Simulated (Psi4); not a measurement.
Job for Psi4: SAPT0/jun-cc-pV(D+d)Z on C2H3FO (a complex), monomers drawn apart or pushed together.

```
memory 2025 MB

molecule dimer {
0 1
C     0.09766566    0.39493887    0.63919541
O    -0.44639982   -0.17279041   -0.16476664
--
0 1
C     0.00513742   -0.51129988    4.51660690
F    -0.68746627   -1.24542641    3.55778501
H     0.71205592   -1.17275853    5.01866093
H     0.53450949    0.30009852    4.01713385
H    -0.71183236   -0.11106296    5.23429557
units angstrom
symmetry c1
no_reorient
no_com
}

set {
  basis jun-cc-pV(D+d)Z
  scf_type df
  freeze_core true
}

energy('sapt0')
```

The log:

```
[...]
==> Input File <==

--------------------------------------------------------------------------
memory 2025 MB

molecule dimer {
0 1
C     0.09766566    0.39493887    0.63919541
O    -0.44639982   -0.17279041   -0.16476664
--
0 1
C     0.00513742   -0.51129988    4.51660690
F    -0.68746627   -1.24542641    3.55778501
H     0.71205592   -1.17275853    5.01866093
H     0.53450949    0.30009852    4.01713385
H    -0.71183236   -0.11106296    5.23429557
units angstrom
symmetry c1
no_reorient
no_com
}

set {
  basis jun-cc-pV(D+d)Z
  scf_type df
  freeze_core true
}

energy('sapt0')
--------------------------------------------------------------------------


   => Loading Basis Set <=

    Name: JUN-CC-PV(D+D)Z
    Role: ORBITAL
    Keyword: BASIS
    atoms 1, 3 entry C          line   188 file jun-cc-pv_dpd_z.gbs
    atoms 2    entry O          line   256 file jun-cc-pv_dpd_z.gbs
    atoms 4    entry F          line   290 file jun-cc-pv_dpd_z.gbs
    atoms 5-7  entry H          line    60 file jun-cc-pv_dpd_z.gbs

   => Loading Basis Set <=

    Name: JUN-CC-PV(D+D)Z
    Role: ORBITAL
    Keyword: BASIS
    atoms 1, 3 entry C          line   188 file jun-cc-pv_dpd_z.gbs
    atoms 2    entry O          line   256 file jun-cc-pv_dpd_z.gbs
    atoms 4    entry F          line   290 file jun-cc-pv_dpd_z.gbs
    atoms 5-7  entry H          line    60 file jun-cc-pv_dpd_z.gbs


  //>>>>>>>>>>>>>>>>>>>>>>>>>>>>>>>>>>>//
  //              Dimer HF             //
  //<<<<<<<<<<<<<<<<<<<<<<<<<<<<<<<<<<<//

   => Libint2 <=

    Primary   basis highest AM E, G, H:  7, 6, 3
    Auxiliary basis highest AM E, G, H:  7, 7, 4
    Onebody   basis highest AM E, G, H:  -, -, -
    Solid Harmonics ordering:            Gaussian


   => Loading Basis Set <=

    Name: JUN-CC-PV(D+D)Z
    Role: ORBITAL
    Keyword: BASIS
    atoms 1, 3 entry C          line   188 file jun-cc-pv_dpd_z.gbs
    atoms 2    entry O          line   256 file jun-cc-pv_dpd_z.gbs
    atoms 4    entry F          line   290 file jun-cc-pv_dpd_z.gbs
    atoms 5-7  entry H          line    60 file jun-cc-pv_dpd_z.gbs


         ---------------------------------------------------------
                                   SCF
               by Justin Turney, Rob Parrish, Andy Simmonett
                          and Daniel G. A. Smith
                              RHF Reference
                        1 Threads,   1931 MiB Core
         ---------------------------------------------------------

  ==> Geometry <==

    Molecular point group: c1
    Full point group: C1

    Geometry (in Angstrom), charge = 0, multiplicity = 1:

       Center              X                  Y                   Z               Mass
    ------------   -----------------  -----------------  -----------------  -----------------
         C            0.097665660000     0.394938870000     0.639195410000    12.000000000000
         O           -0.446399820000    -0.172790410000    -0.164766640000    15.994914619570
         C            0.005137420000    -0.511299880000     4.516606900000    12.000000000000
         F           -0.687466270000    -1.245426410000     3.557785010000    18.998403162730
         H            0.712055920000    -1.172758530000     5.018660930000     1.007825032230
         H            0.534509490000     0.300098520000     4.017133850000     1.007825032230
         H           -0.711832360000    -0.111062960000     5.234295570000     1.007825032230

  Running in c1 symmetry.

  Rotational constants: A =      0.73669  B =      0.02857  C =      0.02778 [cm^-1]
  Rotational constants: A =  22085.32572  B =    856.55958  C =    832.69384 [MHz]
  Nuclear repulsion =   92.922219448779344

  Charge       = 0
  Multiplicity = 1
  Electrons    = 32
  Nalpha       = 16
  Nbeta        = 16

  ==> Algorithm <==

  SCF Algorithm Type is DF.
  DIIS enabled.
  MOM disabled.
  Fractional occupation disabled.
  Guess Type is SAD.
  Energy threshold   = 1.00e-08
  Density threshold  = 1.00e-08
  Integral threshold = 1.00e-12

  ==> Primary Basis <==

  Basis Set: JUN-CC-PV(D+D)Z
    Blend: JUN-CC-PV(D+D)Z
    Number of shells: 41
    Number of basis functions: 87
    Number of Cartesian functions: 91
    Spherical Harmonics?: true
    Max angular momentum: 2

   => Loading Basis Set <=

    Name: (JUN-CC-PV(D+D)Z AUX)
    Role: JKFIT
    Keyword: DF_BASIS_SCF
    atoms 1, 3 entry C          line   146 file jun-cc-pvdz-jkfit.gbs
    atoms 2    entry O          line   258 file jun-cc-pvdz-jkfit.gbs
    atoms 4    entry F          line   314 file jun-cc-pvdz-jkfit.gbs
    atoms 5-7  entry H          line    70 file jun-cc-pvdz-jkfit.gbs

  ==> Integral Setup <==

  DFHelper Memory: AOs need 0.023 GiB; user supplied 1.414 GiB.
  SCF_SUBTYPE=INCORE selected. In-core MEM_DF algorithm will be used.
  Using in-core AOs.

  ==> MemDFJK: Density-Fitted J/K Matrices <==

    J tasked:                   Yes
    K tasked:                   Yes
    wK tasked:                   No
    OpenMP
[...]
cupation by Irrep:
              A
    DOCC [     9 ]
    NA   [     9 ]
    NB   [     9 ]

  @DF-RHF Final Energy:  -139.05308383401140

   => Energetics <=

    Nuclear Repulsion Energy =             37.2089301754738386
    One-Electron Energy =                -265.9642332771519477
    Two-Electron Energy =                  89.7022192676667203
    Total Energy =                       -139.0530838340114030

Computation Completed


Properties will be evaluated at   0.000000,   0.000000,   0.000000 [a0]

Properties computed using the SCF density matrix


 Multipole Moments:

 ------------------------------------------------------------------------------------
     Multipole            Electronic (a.u.)      Nuclear  (a.u.)        Total (a.u.)
 ------------------------------------------------------------------------------------

 L = 1.  Multiply by 2.5417464519 to convert [e a0] to [Debye]
 Dipole X            :         11.0690822          -10.6233578            0.4457244
 Dipole Y            :         29.3103435          -28.8379009            0.4724426
 Dipole Z            :       -138.0695468          138.6866164            0.6170696
 Magnitude           :                                                    0.8959058

 ------------------------------------------------------------------------------------

  Constructing Basis Sets for SAPT...

   => Loading Basis Set <=

    Name: (JUN-CC-PV(D+D)Z AUX)
    Role: RIFIT
    Keyword: DF_BASIS_SAPT
    atoms 1, 3 entry C          line   100 file jun-cc-pvdz-ri.gbs
    atoms 2    entry O          line   188 file jun-cc-pvdz-ri.gbs
    atoms 4    entry F          line   232 file jun-cc-pvdz-ri.gbs
    atoms 5-7  entry H          line    30 file jun-cc-pvdz-ri.gbs

   => Loading Basis Set <=

    Name: (JUN-CC-PV(D+D)Z AUX)
    Role: JKFIT
    Keyword: DF_BASIS_ELST
    atoms 1, 3 entry C          line   146 file jun-cc-pvdz-jkfit.gbs
    atoms 2    entry O          line   258 file jun-cc-pvdz-jkfit.gbs
    atoms 4    entry F          line   314 file jun-cc-pvdz-jkfit.gbs
    atoms 5-7  entry H          line    70 file jun-cc-pvdz-jkfit.gbs


  //>>>>>>>>>>>>>>>>>>>>>>>>>>>>>>>>>>>//
  //               SAPT0               //
  //<<<<<<<<<<<<<<<<<<<<<<<<<<<<<<<<<<<//



        SAPT0
    Ed Hohenstein
     6 June 2009

      Orbital Information
  --------------------------
    NSO        =        87
    NMO        =        87
    NRI        =       302
    NRI (Elst) =       385
    NOCC A     =         7
    NOCC B     =         9
    FOCC A     =         2
    FOCC B     =         2
    NVIR A     =        80
    NVIR B     =        78

    Elst10,r            =    -0.001005086607 [Eh]
    Exch10              =     0.000543145543 [Eh]
    Exch10 (S^2)        =     0.000542864614 [Eh]

    Maxiter = 50
    CPHF R converge = 1.000000E-08

    Iter     Energy [mEh]          dE [mEh]         Residual      Time [s]
       1      -0.12808949       0.128089495     1.704079e-03             0
       2      -0.14584396       0.017754469     7.965345e-04             0
       3      -0.14977200       0.003928032     2.110218e-04             0
       4      -0.14968693      -0.000085065     9.272227e-05             0
       5      -0.14926659      -0.000420343     2.498045e-05             1
       6      -0.14942769       0.000161103     5.124475e-06             1
       7      -0.14940756      -0.000020132     1.843889e-06             1
       8      -0.14940931       0.000001755     6.067269e-07             1
       9      -0.14941057       0.000001252     1.262088e-07             1
      10      -0.14941024      -0.000000327     2.474552e-08             1
      11      -0.14941029       0.000000046     4.063236e-09             1

    CHF Iterations converged

    Maxiter = 50
    CPHF R converge = 1.000000E-08

    Iter     Energy [mEh]          dE [mEh]         Residual      Time [s]
       1      -0.02263249       0.022632488     7.739532e-04             0
       2      -0.02801726       0.005384767     3.108704e-04             0
       3      -0.02833786       0.000320607     8.874239e-05             0
       4      -0.02812984      -0.000208024     1.428435e-05             0
       5      -0.02813818       0.000008347     4.261997e-06             0
       6      -0.02814129       0.000003104     1.067236e-06             0
       7      -0.02814083      -0.000000459     2.711645e-07             0
       8      -0.02814068      -0.000000153     4.518996e-08             0
       9      -0.02814072       0.000000039     7.177083e-09             0

    CHF Iterations converged

    Ind20,r (A<-B)      =    -0.000149410285 [Eh]
    Ind20,r (B<-A)      =    -0.000028140715 [Eh]
    Ind20,r             =    -0.000177551001 [Eh]
    Exch-Ind20,r (A<-B) =     0.000088635751 [Eh]
    Exch-Ind20,r (B<-A) =     0.000015589421 [Eh]
    Exch-Ind20,r        =     0.000104225172 [Eh]
    Disp20              =    -0.000591376566 [Eh]
    Disp20 (SS)         =    -0.000295688283 [Eh]
    Disp20 (OS)         =    -0.000295688283 [Eh]
    Exch-Disp20         =     0.000031226536 [Eh]
    Exch-Disp20 (SS)    =     0.000016405734 [Eh]
    Exch-Disp20 (OS)    =     0.000014820801 [Eh]

    SAPT Results
  --------------------------------------------------------------------------------------------------------
    Electrostatics                 -1.00508661 [mEh]      -0.63070137 [kcal/mol]      -2.63885452 [kJ/mol]
      Elst10,r                     -1.00508661 [mEh]      -0.63070137 [kcal/mol]      -2.63885452 [kJ/mol]

    Exchange                        0.54314554 [mEh]       0.34082897 [kcal/mol]       1.42602843 [kJ/mol]
      Exch10                        0.54314554 [mEh]       0.34082897 [kcal/mol]       1.42602843 [kJ/mol]
      Exch10(S^2)                   0.54286461 [mEh]       0.34065269 [kcal/mol]       1.42529085 [kJ/mol]

    Induction                      -0.10843462 [mEh]      -0.06804375 [kcal/mol]      -0.28469506 [kJ/mol]
      Ind20,r                      -0.17755100 [mEh]      -0.11141494 [kcal/mol]      -0.46616009 [kJ/mol]
      Exch-Ind20,r                  0.10422517 [mEh]       0.06540228 [kcal/mol]       0.27364315 [kJ/mol]
      delta HF,r (2)               -0.03510879 [mEh]      -0.02203110 [kcal/mol]      -0.09217812 [kJ/mol]

    Dispersion                     -0.56015003 [mEh]      -0.35149945 [kcal/mol]      -1.47067370 [kJ/mol]
      Disp20                       -0.59137657 [mEh]      -0.37109440 [kcal/mol]      -1.55265896 [kJ/mol]
      Exch-Disp20                   0.03122654 [mEh]       0.01959495 [kcal/mol]       0.08198526 [kJ/mol]
      Disp20 (SS)                  -0.29568828 [mEh]      -0.18554720 [kcal/mol]      -0.77632948 [kJ/mol]
      Disp20 (OS)                  -0.29568828 [mEh]      -0.18554720 [kcal/mol]      -0.77632948 [kJ/mol]
      Exch-Disp20 (SS)              0.01640573 [mEh]       0.01029475 [kcal/mol]       0.04307325 [kJ/mol]
      Exch-Disp20 (OS)              0.01482080 [mEh]       0.00930019 [kcal/mol]       0.03891201 [kJ/mol]

  Total HF                         -0.57037568 [mEh]      -0.35791615 [kcal/mol]      -1.49752115 [kJ/mol]
  Total SAPT0                      -1.13052572 [mEh]      -0.70941560 [kcal/mol]      -2.96819486 [kJ/mol]

  Special recipe for scaled SAPT0 (see Manual):
    Electrostatics sSAPT0          -1.00508661 [mEh]      -0.63070137 [kcal/mol]      -2.63885452 [kJ/mol]
    Exchange sSAPT0                 0.54314554 [mEh]       0.34082897 [kcal/mol]       1.42602843 [kJ/mol]
    Induction sSAPT0               -0.10827273 [mEh]      -0.06794216 [kcal/mol]      -0.28427001 [kJ/mol]
    Dispersion sSAPT0              -0.56010153 [mEh]      -0.35146901 [kcal/mol]      -1.47054636 [kJ/mol]
  Total sSAPT0                     -1.13031532 [mEh]      -0.70928357 [kcal/mol]      -2.96764246 [kJ/mol]
  --------------------------------------------------------------------------------------------------------



*** Psi4 exiting successfully. Buy a developer a beer!
```

The run finished.

Cost: roughly 2.5 core-seconds.
